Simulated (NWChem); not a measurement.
# CaH2SO; SMILES [OH][Ca][SH]

```xyz
5

Ca     0.4611    -0.4578     0.3387
O      0.2951    -2.3997    -0.0259
H      0.1492    -3.3196    -0.2481
S     -0.1672     2.0759     0.1921
H     -1.2316     1.8859    -0.6208
```
Atoms are numbered in this order, from 1.

Results from NWChem. STO-3G and 3-21G are far too small for this property and stand as cheap habits. Coordinates come from a PBE0/def2-SVP optimisation. GIAO values for the isolated, static molecule; σ is the absolute isotropic shielding, δ = σ(reference) − σ with the isolated reference molecule computed at the same levels (1H: tetramethylsilane, 17O: water).

For level PBE0/pcSseg-2:

- σ Ca1 (ppm) = 1024.2
- δ O2 (ppm) = 113.8
- δ H3 (ppm) = -0.74
- σ S4 (ppm) = 730.0
- δ H5 (ppm) = -0.72

### Question
What are these values for level Hartree-Fock/STO-3G?

### Answer
The σ Ca1 (ppm) is 1210.8 and the δ O2 (ppm) is -152.9. The δ H3 (ppm) comes out as -8.11 and the σ S4 (ppm) is 1272.8. The δ H5 (ppm) is -4.07.
